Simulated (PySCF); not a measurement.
**Rh: excitation energy**

Rh [Kr] 4d8 5s1 (4F) → Rh [Kr] 4d7 5s1 6s1 (6F), as a difference of total energies. Computed with PySCF 2.14 in aug-cc-pVTZ-PP with one added diffuse shell each of s, p, d, f, g type with ECP28MDF (7s7p6d4f3g, 113 functions), with a scalar-relativistic core potential. Correlated levels: valence: 4s2 4p6 frozen. The calculations carry no spin-orbit coupling.

```
           method  excitation energy (eV)
              UHF                   5.256
              LDA                   7.421
              PBE                   7.104
             PBE0                   6.871
           r2SCAN                   6.958
           revPBE                   7.023
        BHandHLYP                   6.804
            B97-3                   7.097
    MP2 (valence)                   6.974
SCS-MP2 (valence)                   7.117
```

Problem. How much does correlation contribute at MP2 (valence)?

Solution. 6.974 − (5.256) = 1.718 eV, measured against UHF.

The promoted electron is Rydberg-like, and one or two diffuse shells describe it only roughly, which tends to raise the upper state.
